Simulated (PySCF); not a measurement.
PySCF input for F2H4SSi2, SMILES [SiH2](S[SiH2]F)F, PBE-D3(BJ)/def2-SVP. Coordinates come from a PBE-D3(BJ)/def2-SVP optimisation. Other conformers were not sampled.

```python
import numpy as np
from pyscf import gto, scf, dft, df
from pyscf.hessian import thermo

mol = gto.M(
    atom='''
    Si   -1.51963909    0.54682633    0.18653765
    F    -2.32574910   -0.77710534    0.71379621
    S     0.00000000   -0.00000001   -1.23536311
    Si    1.51963908   -0.54682633    0.18653766
    F     2.32574910    0.77710534    0.71379620
    H    -0.90338614    1.19846315    1.38575900
    H    -2.48439598    1.42883508   -0.53854717
    H     0.90338613   -1.19846313    1.38575903
    H     2.48439599   -1.42883510   -0.53854713
    ''',
    basis='def2-SVP',
    charge=0,
    spin=0,
    max_memory=1600,
    verbose=3,
)
mf = dft.RKS(mol, xc='pbe').density_fit(auxbasis='def2-universal-jkfit')
mf.disp = 'd3bj'
mf.grids.level = 3
mf.conv_tol = 1e-11
mf.max_cycle = 100
mf.kernel()

# [left out here: the lines that compute and print the analytic Hessian (its translational invariance restored by hand, since the grid's response is missing), thermochemistry and intensities]
```

It prints:

```
converged SCF energy = -1178.30129756787

WARN: DFTD3 does not support analytical Hessian, using finite difference


WARN: Mole.unit (angstrom) is changed to Bohr

Mode                                 0                   1                   2
Irrep
Freq [cm^-1]                       38.3669             47.0176            122.5958
Reduced mass [au]                   4.3003              8.4726              3.8700
Force const [Dyne/A]                0.0037              0.0110              0.0343
Char temp [K]                      55.2014             67.6478            176.3880
Normal mode                   x     y     z       x     y     z       x     y     z
       0  Si                -0.05  0.00 -0.05   -0.02 -0.02  0.03    0.09 -0.01  0.05
       1   F                 0.08 -0.05  0.04   -0.11 -0.01 -0.09    0.05 -0.02 -0.05
       2   S                 0.01  0.06 -0.00    0.00  0.00  0.05   -0.00 -0.00 -0.04
       3  Si                -0.05  0.00  0.05    0.02  0.02  0.03   -0.09  0.01  0.05
       4   F                 0.08 -0.05 -0.04    0.11  0.01 -0.09   -0.05  0.02 -0.05
       5   H                -0.14  0.14 -0.08   -0.03 -0.13  0.09    0.17 -0.15  0.08
       6   H                -0.13 -0.15 -0.12    0.04  0.07  0.06    0.09  0.12  0.18
       7   H                -0.14  0.14  0.08    0.03  0.13  0.09   -0.17  0.15  0.08
       8   H                -0.13 -0.15  0.12   -0.04 -0.07  0.06   -0.09 -0.12  0.18
Mode                                 3                   4                   5
Irrep
Freq [cm^-1]                      223.5819            240.7169            483.5174
Reduced mass [au]                  10.0024             15.3151              5.9030
Force const [Dyne/A]                0.2946              0.5229              0.8131
Char temp [K]                     321.6846            346.3380            695.6739
Normal mode                   x     y     z       x     y     z       x     y     z
       0  Si                 0.02 -0.06 -0.01   -0.01  0.05  0.01    0.07 -0.05 -0.04
       1   F                -0.08  0.03  0.07    0.08 -0.03 -0.07    0.00  0.02 -0.01
       2   S                -0.00 -0.00 -0.08   -0.08 -0.07  0.00   -0.00  0.00  0.10
       3  Si                -0.02  0.06 -0.01   -0.01  0.05 -0.01   -0.07  0.05 -0.04
       4   F                 0.08 -0.03  0.07    0.08 -0.03  0.07   -0.00 -0.02 -0.01
       5   H                 0.12 -0.11 -0.03    0.01  0.03  0.01   -0.02  0.04 -0.05
       6   H                 0.03 -0.01  0.05   -0.04  0.07  0.07    0.13 -0.11 -0.19
       7   H                -0.12  0.11 -0.03    0.01  0.03 -0.01    0.02 -0.04 -0.05
       8   H                -0.03  0.01  0.05   -0.04  0.07 -0.07   -0.13  0.11 -0.19
Mode                                 6                   7                   8
Irrep
Freq [cm^-1]                      497.0959            555.6151            630.8741
Reduced mass [au]                   6.0350              1.4455              1.4644
Force const [Dyne/A]                0.8786              0.2629              0.3434
Char temp [K]                     715.2103            799.4064            907.6874
Normal mode                   x     y     z       x     y     z       x     y     z
       0  Si                 0.04 -0.04 -0.07    0.05 -0.01  0.02    0.03  0.00  0.05
       1   F                 0.01  0.02  0.00   -0.01  0.01 -0.02   -0.02 -0.00 -0.02
       2   S                -0.10  0.05 -0.00   -0.06  0.02  0.00   -0.00  0.00 -0.06
       3  Si                 0.04 -0.04  0.07    0.05 -0.01 -0.02   -0.03 -0.00  0.05
       4   F                 0.01  0.02 -0.00   -0.01  0.01  0.02    0.02  0.00 -0.02
       5   H                 0.17 -0.13 -0.08   -0.27  0.25  0.03   -0.31  0.29  0.07
       6   H                 0.01  0.07  0.10    0.12 -0.25 -0.36    0.04 -0.26 -0.29
       7   H                 0.17 -0.13  0.08   -0.27  0.25 -0.03    0.31 -0.29  0.07
       8   H                 0.01  0.07 -0.10    0.12 -0.25  0.36   -0.04  0.26 -0.29
Mode                                 9                  10                  11
Irrep
Freq [cm^-1]                      717.3158            734.1084            838.3484
Reduced mass [au]                   1.0830              1.0692              1.5946
Force const [Dyne/A]                0.3283              0.3395              0.6603
Char temp [K]                    1032.0577           1056.2185           1206.1967
Normal mode                   x     y     z       x     y     z       x     y     z
       0  Si                 0.02 -0.00  0.02    0.01 -0.00  0.01    0.01  0.04 -0.00
       1   F                -0.02  0.00 -0.02   -0.02  0.01 -0.03   -0.04 -0.08  0.02
       2   S                 0.01  0.00  0.00   -0.00 -0.00  0.01   -0.00  0.01  0.00
       3  Si                 0.02 -0.00 -0.02   -0.01  0.00  0.01    0.01  0.04  0.00
       4   F                -0.02  0.00  0.02    0.02 -0.01 -0.03   -0.04 -0.08 -0.02
       5   H                 0.25  0.28 -0.26    0.28  0.28 -0.28    0.31  0.15 -0.23
       6   H                -0.37 -0.29  0.18   -0.35 -0.25  0.20    0.27  0.15 -0.21
       7   H                 0.25  0.28  0.26   -0.28 -0.28 -0.28    0.31  0.15  0.23
       8   H                -0.37 -0.29 -0.18    0.35  0.25  0.20    0.27  0.15  0.21
Mode                                12                  13                  14
Irrep
Freq [cm^-1]                      839.7950            856.1182            907.4134
Reduced mass [au]                   2.4980              1.7406              1.0876
Force const [Dyne/A]                1.0380              0.7516              0.5276
Char temp [K]                    1208.2780           1231.7634           1305.5659
Normal mode                   x     y     z       x     y     z       x     y     z
       0  Si                -0.02 -0.05  0.01    0.04  0.03 -0.03   -0.02  0.01  0.02
       1   F                 0.05  0.09 -0.03   -0.04 -0.06  0.03    0.01  0.01 -0.01
       2   S                -0.00  0.00 -0.00    0.00 -0.01  0.00   -0.00  0.00 -0.00
       3  Si                 0.02  0.05  0.01    0.04  0.03  0.03    0.02 -0.01  0.02
       4   F                -0.05 -0.10 -0.03   -0.04 -0.06 -0.03   -0.01 -0.01 -0.01
       5   H                -0.19 -0.18  0.17   -0.34  0.19  0.09    0.37 -0.31 -0.01
       6   H                -0.21 -0.16  0.12   -0.11  0.14  0.30    0.04 -0.27 -0.39
       7   H                 0.19  0.18  0.17   -0.34  0.19 -0.09   -0.37  0.31 -0.01
       8   H                 0.21  0.16  0.12   -0.11  0.14 -0.30   -0.04  0.27 -0.39
Mode                                15                  16                  17
Irrep
Freq [cm^-1]                      923.4076            923.7530           2191.3592
Reduced mass [au]                   1.3891              1.7244              1.0326
Force const [Dyne/A]                0.6979              0.8670              2.9216
Char temp [K]                    1328.5780           1329.0748           3152.8779
Normal mode                   x     y     z       x     y     z       x     y     z
       0  Si                 0.02  0.05 -0.01   -0.04 -0.05  0.03    0.00  0.02  0.01
       1   F                -0.03 -0.04  0.02    0.03  0.04 -0.02   -0.00 -0.00  0.00
       2   S                -0.00 -0.00 -0.00    0.00  0.00 -0.01   -0.00 -0.00  0.00
       3  Si                 0.02  0.05  0.01    0.04  0.05  0.03    0.00  0.02 -0.01
       4   F                -0.03 -0.04 -0.02   -0.03 -0.04 -0.02   -0.00 -0.00 -0.00
       5   H                 0.08 -0.38  0.19    0.14  0.25 -0.22   -0.28 -0.28 -0.52
       6   H                -0.20 -0.32 -0.17    0.30  0.23 -0.09    0.15 -0.13  0.12
       7   H                 0.08 -0.38 -0.19   -0.14 -0.25 -0.22   -0.28 -0.28  0.52
       8   H                -0.20 -0.32  0.17   -0.30 -0.23 -0.09    0.15 -0.13 -0.12
Mode                                18                  19                  20
Irrep
Freq [cm^-1]                     2196.1787           2217.9299           2219.9606
Reduced mass [au]                   1.0312              1.0502              1.0532
Force const [Dyne/A]                2.9305              3.0438              3.0581
Char temp [K]                    3159.8122           3191.1073           3194.0291
Normal mode                   x     y     z       x     y     z       x     y     z
       0  Si                 0.00  0.02  0.01    0.02 -0.01  0.02   -0.02  0.01 -0.02
       1   F                -0.00  0.00 -0.00    0.00  0.00  0.00   -0.00 -0.00  0.00
       2   S                -0.00  0.00 -0.00    0.00 -0.00 -0.00   -0.00  0.00 -0.00
       3  Si                -0.00 -0.02  0.01    0.02 -0.01 -0.02    0.02 -0.01 -0.02
       4   F                 0.00 -0.00 -0.00    0.00  0.00 -0.00    0.00  0.00  0.00
       5   H                -0.26 -0.27 -0.50   -0.09 -0.10 -0.18    0.12  0.13  0.24
       6   H                 0.20 -0.18  0.15   -0.42  0.38 -0.32    0.40 -0.37  0.30
       7   H                 0.26  0.27 -0.50   -0.09 -0.10  0.18   -0.12 -0.13  0.24
       8   H                -0.20  0.18  0.15   -0.42  0.38  0.32   -0.40  0.37  0.30
temperature 298.1500 [K]
pressure 101325.00 [Pa]
Rotational constants [GHz] 4.17939 1.27594 1.19037
Symmetry number 2
Zero-point energy (ZPE) 0.04193 [Eh]   110086.763 [J/mol]
                           tot       elec      trans        rot        vib
Entropy [J/mol/K]       369.360      0.000    169.477    112.716     87.167
Cv [J/mol/K]            103.860      0.000     12.472     12.472     78.916
Cp [J/mol/K]            112.174      0.000     20.786     12.472     78.916
Internal energy [J/mol]                      3718.434   3718.434 122602.674
Internal energy [Eh]   -1178.25177  -1178.30130
Enthalpy [J/mol]                             6197.391   3718.434 122602.674
Enthalpy [Eh]          -1178.25082
Gibbs free energy [J/mol]                  -44332.179 -29887.844  96613.693
Gibbs free energy [Eh] -1178.29277
mode   freq/cm-1   IR/(km/mol)
   1       38.37         2.216
   2       47.02         1.519
   3      122.60         0.582
   4      223.58         2.668
   5      240.72        13.063
   6      483.52         7.142
   7      497.10        75.010
   8      555.62        68.805
   9      630.87        35.599
  10      717.32        19.094
  11      734.11        13.093
  12      838.35        78.006
  13      839.79         0.890
  14      856.12       370.854
  15      907.41        76.900
  16      923.41       217.797
  17      923.75        82.511
  18     2191.36        61.850
  19     2196.18        44.330
  20     2217.93       138.334
  21     2219.96        76.386
max |gradient| / (hartree/bohr): 0.00020416155295030107
APT charges: [ 1.4056 -0.5703 -0.7001  1.4056 -0.5703 -0.2433 -0.2419 -0.2433 -0.2419]
```

The run converged.

Cost: about 80 core-seconds (a rough figure).
